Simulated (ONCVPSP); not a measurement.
What one change does to a pseudopotential (Ag (Z = 47), ONCV)

* Element: Ag
* Generator: ONCVPSP 4.0.1
* Type: optimised norm-conserving Vanderbilt (ONCV)
* Functional: PBEsol
* Relativity: fully relativistic
* Frozen core: [Ar] 3d10
* Valence charge: 19
* Reference configuration: 4s2 4p6 4d10 5s1
* Partial waves: 4s+5s: rc 1.45 bohr, ncon 3, nbas 7, qcut 6.6 1/bohr, 3 projectors, debl 2.5 Ha; 4p: rc 1.55 bohr, ncon 4, nbas 7, qcut 9.7 1/bohr, 2 projectors, debl 2.9 Ha; 4d: rc 1.90 bohr, ncon 4, nbas 8, qcut 7.5 1/bohr, 2 projectors, debl 2.8 Ha
* Local potential: polynomial inside 1.20 bohr (lpopt 5, dvloc0 -1 Ha)
* Core correction: polynomial model core, fcfact 0.35

Open shells are filled in proportion to 2j + 1.

Change: s: qcut 5.3.

Cutoffs: the cutoffs (Ha) at which the residual kinetic energy of the hardest occupied pseudo-wave falls to 1 and 0.1 mHa per electron; they do not see the model core or the augmentation charge, which bear on the density cutoff. Errors are all-electron minus pseudo energies relative to the spin-unpolarised reference configuration.

Question: Predict the effect on cutoff, ghosts and configuration errors.

Answer: The potential gets harder (23 Ha and 29 Ha → 23 Ha and 68 Ha); of the 4 tests that both files solve, the error grows in 0 and shrinks in 1 by more than 15 % and 0.3 meV (median size 4.8 → 4.7 meV); neither file shows a bound ghost.

| quantity | base | changed |
| --- | --- | --- |
| cutoff, loose | 23 Ha | 23 Ha |
| cutoff, tight | 29 Ha | 68 Ha |
| loose cutoff by channel | s 17 Ha, p 19 Ha, d 23 Ha | s 12 Ha, p 19 Ha, d 23 Ha |
| bound ghosts | none | none |
| GHOST(+) flags under 300 eV | none | none |
| error for 4s2 4p6 4d10 5s0, meV [ΔE 7.75 eV] | +0.4 | +0.1 |
| error for 4s2 4p6 4d9 5s0, meV [ΔE 29.86 eV] | +2.2 | +2.2 |
| error for 4s2 4p6 4d8 5s0, meV [ΔE 66.04 eV] | +39 | +39 |
| error for 4s2 4p6 4d9 5s1 5p1, meV [ΔE 8.60 eV] | +7.3 | +7.2 |
| s: phases at 1.47 bohr within 0.05 rad from the reference energy up to (Ha; the scan ends near 5) | to the end of the scan | to the end of the scan |
| p3/2: phases at 1.57 bohr within 0.05 rad from the reference energy up to (Ha; the scan ends near 5) | to the end of the scan | to the end of the scan |
| p1/2: phases at 1.57 bohr within 0.05 rad from the reference energy up to (Ha; the scan ends near 5) | to the end of the scan | to the end of the scan |
| d5/2: phases at 1.93 bohr within 0.05 rad from the reference energy up to (Ha; the scan ends near 5) | to the end of the scan | to the end of the scan |
| d3/2: phases at 1.93 bohr within 0.05 rad from the reference energy up to (Ha; the scan ends near 5) | to the end of the scan | to the end of the scan |
| rms error of d²Exc/dni dnj with the model core, mHa | 3.33 | 3.22 |
